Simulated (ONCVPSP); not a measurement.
# Before and after: ONCV potential for vanadium (V)

vanadium, optimised norm-conserving Vanderbilt (ONCV), made with ONCVPSP 4.0.1 (PBEsol, scalar-relativistic). Core [Ne] 3s2, reference 3p6 3d3 4s1.5 (charge +0.5). Waves: 4s: rc 2.70 bohr, ncon 4, nbas 8, qcut 3.1 1/bohr, 2 projectors, debl 1.8 Ha; 3p: rc 1.40 bohr, ncon 3, nbas 6, qcut 9.5 1/bohr, 2 projectors, debl 2.1 Ha; 3d: rc 1.10 bohr, ncon 4, nbas 8, qcut 9.4 1/bohr, 2 projectors, debl 2.6 Ha. Local part: polynomial inside 1.10 bohr (lpopt 5, dvloc0 6 Ha). Core correction: polynomial model core, fcfact 0.25.

All-electron outer shells of the reference configuration (PBEsol, scalar-relativistic, ld1.x):

```json
{"shell": "3s", "level (eV)": "-73.66", "outermost node (bohr)": "0.38", "outermost maximum (bohr)": "0.82"}
{"shell": "3p", "level (eV)": "-47.58", "outermost node (bohr)": "0.35", "outermost maximum (bohr)": "0.84"}
{"shell": "3d", "level (eV)": "-8.76", "outermost node (bohr)": "–", "outermost maximum (bohr)": "0.90"}
{"shell": "4s", "level (eV)": "-7.72", "outermost node (bohr)": "1.17", "outermost maximum (bohr)": "2.69"}
```

Change: s: nproj 1.

Cutoffs: the cutoffs (Ha) at which the residual kinetic energy of the hardest occupied pseudo-wave falls to 1 and 0.1 mHa per electron; they do not see the model core or the augmentation charge, which bear on the density cutoff. Errors are all-electron minus pseudo energies relative to the spin-unpolarised reference configuration.

Predict the effect on cutoff, ghosts and configuration errors.

The potential gets neither clearly harder nor softer (119 Ha and 195 Ha → 119 Ha and 195 Ha); a bound ghost appears in s, which as a rule spoils a file; the lowest positive-energy flag moves from s at 12.6 eV to none; the number of tests with a reliable result goes from 4 to 2.

```tsv
quantity	base	changed
cutoff, loose	119 Ha	119 Ha
cutoff, tight	195 Ha	195 Ha
bound ghosts	none	s
GHOST(+) flags under 300 eV	s at 12.6 eV	none
tests with a reliable result	4 of 4	2 of 4
error for 3p6 3d3 4s2, meV [ΔE -3.10 eV]	-0.9	-1.0
error for 3p6 3d3 4s1, meV [ΔE 4.65 eV]	-2.3	-2.4
s: phases at 2.74 bohr within 0.05 rad from the reference energy up to (Ha; the scan ends near 5)	n/a	n/a
p: phases at 1.43 bohr within 0.05 rad from the reference energy up to (Ha; the scan ends near 5)	to the end of the scan	to the end of the scan
d: phases at 1.12 bohr within 0.05 rad from the reference energy up to (Ha; the scan ends near 5)	to the end of the scan	to the end of the scan
rms error of d²Exc/dni dnj with the model core, mHa	1.14	1.14
```

 A true bound ghost makes a file unfit for plane-wave use even where its test errors are small: the radial tests pick states by their node count and pass the ghost by.
